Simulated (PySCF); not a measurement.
Match the calculated data to a structure.

All candidates are C3H3F3O2.

* 13C NMR: chemical shifts (computed TMS as zero) by class: 168.0 (1 C), 133.3 (1 C), 45.2 (1 C) ppm [GIAO PBE0/pcSseg-1]
* Dipole: 2.05 D [PBE0/pcSseg-1]
* Rotational structure: rotational constants A, B, C: 3.763, 1.438, 1.304 GHz [GFN2-xTB]
* 1H NMR: chemical shifts (computed TMS as zero) by class: 6.39 (1 H), 3.14 (2 H) ppm [GIAO PBE0/pcSseg-1]
* NMR, other nuclei: isotropic shieldings of nuclei other than C and H, by class: -127 (1 O), 126 (1 O), 248 (3 F) ppm [GIAO PBE0/pcSseg-1]

Gas-phase values; electronic properties from PySCF, density fitting. Levels stand in brackets. Geometry: GFN2-xTB, one conformer, isolated molecule. Each NMR value is the plain mean over a class of atoms that symmetry, rotation or inversion makes alike.

Problem. Which candidate is it?
A. `FC1O[C@@H](F)[C@H](F)O1`
B. `O=C(O)CC(F)(F)F`
C. `O=COCC(F)(F)F`

Solution. B. It is `O=C(O)CC(F)(F)F`. Numbering: `[O:1]=[C:2]([OH:3])[CH2:4][C:5]([F:6])([F:7])[F:8]`. Its formula, C3H3F3O2, gives 1 degree of unsaturation: 0 rings and 1 π bond in the structure found. 3 carbons fall into 3 classes; from least to most shielded: carboxylic acid carbon [C2] (168.0 ppm), CF3 carbon [C5] (133.3 ppm), sp3 carbon next to a carbonyl [C4] (45.2 ppm). Hydrogen classes from least to most shielded: 1 H on an acid hydroxyl oxygen, O3 (6.39 ppm), 2 H on an sp3 carbon next to a carbonyl, C4 (3.14 ppm). The other shieldings belong to: -127 ppm, acid carbonyl oxygen [O1]; 126 ppm, acid hydroxyl oxygen [O3]; 248 ppm, fluorine of a CF3 group [F6/F7/F8]. The optimised geometry has point group C1 and is an asymmetric top.

The others, at the same levels:
- `FC1O[C@@H](F)[C@H](F)O1` fails: its computed 13C shifts are 127.2 (1 C), 116.9 (1 C), 116.6 (1 C) ppm, 1H shifts are 6.87 (1 H), 6.33 (1 H), 6.22 (1 H) ppm and rotational constant A is 2.998 GHz (against 3.763 GHz).
- `O=COCC(F)(F)F` fails: its computed 13C shifts are 164.4 (1 C), 131.7 (1 C), 61.8 (1 C) ppm, 1H shifts are 8.14 (1 H), 4.95 (2 H) ppm and rotational constant A is 4.094 GHz (against 3.763 GHz).

Each candidate is one conformer, not necessarily the lowest. Dipoles, sizes and rotational constants follow the conformer. The torsions of the flexible species, by atom-mapped SMILES:
- `[O:1]=[C:2]([OH:3])[CH2:4][C:5]([F:6])([F:7])[F:8]`: O1–C2–C4–C5 113°, C2–C4–C5–F6 -175°, H–O3–C2–O1 -2°
- `[O:1]=[CH:2][O:3][CH2:4][C:5]([F:6])([F:7])[F:8]`: O1–C2–O3–C4 3°, C2–O3–C4–C5 106°, O3–C4–C5–F6 -176°

The conformers of `FC1O[C@@H](F)[C@H](F)O1` aren't listed.
